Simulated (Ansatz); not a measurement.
Energy needed to pull apart BH₂Se (SMILES B[Se]), doublet, into free ground-state atoms, from the structure below (displaced at random from a GFN2-xTB minimum); no zero-point or spin–orbit terms; open-shell atoms are treated unrestricted, in their ground-state multiplicity.

```
4
angstrom
B -0.1392 0.0498 -0.0933
Se 1.4792 -0.3002 0.7630
H -1.0964 -0.5945 0.1884
H -0.2261 0.9136 -0.8637
```

Ansatz 0.2.0; basis: def2-TZVPP; cores frozen in the correlated methods; orbitals are unrestricted. Filled d shells of the heavier atoms are correlated. The def2 sets are not built for correlating such inner shells, so the correlated values are less sure here.

```json
{"method": "PBE-D4", "atomization energy (kcal/mol)": "281.5"}
{"method": "r2SCAN-D4", "atomization energy (kcal/mol)": "281.1"}
{"method": "PBE0-D4", "atomization energy (kcal/mol)": "277.5"}
{"method": "r2SCANh-D4", "atomization energy (kcal/mol)": "279.4"}
{"method": "wB97X-V", "atomization energy (kcal/mol)": "?"}
{"method": "wB97M-V", "atomization energy (kcal/mol)": "275.7"}
{"method": "HF", "atomization energy (kcal/mol)": "?"}
{"method": "MP2", "atomization energy (kcal/mol)": "269.6"}
{"method": "CCSD", "atomization energy (kcal/mol)": "264.0"}
{"method": "CCSD(T)", "atomization energy (kcal/mol)": "267.7"}
```

(1) What does wB97X-V give? (Judge from chemistry; the value comes from the calculation.)

(2) What does HF give? (Judge from chemistry; the value comes from the calculation.)

No T1 diagnostic of these runs exceeds 0.017. ⟨S²⟩ of the unrestricted Hartree–Fock references: 0.76 (a pure state has 0.75).

## Answers

(1) Computed: 276.4 kcal/mol, which is about 8.6 kcal/mol more than CCSD(T)/def2-TZVPP.

(2) Computed: 212.8 kcal/mol, which is about 54.9 kcal/mol less than CCSD(T)/def2-TZVPP.

In triple zeta the MP2 and coupled-cluster atomization energies are still short of their basis limit by a few kcal/mol a bond, whereas those of the functionals are nearly converged, so these differences are not deviations from converged CCSD(T).

For scale, one of the runs: CCSD(T)/def2-TZVPP forces, 107 basis functions (an equivalent command: `ansatz run in.yaml --threads 4`). Time: 31 s of wall clock on 4 CPU threads; the host was shared. Peak host memory: 1.3 GiB.
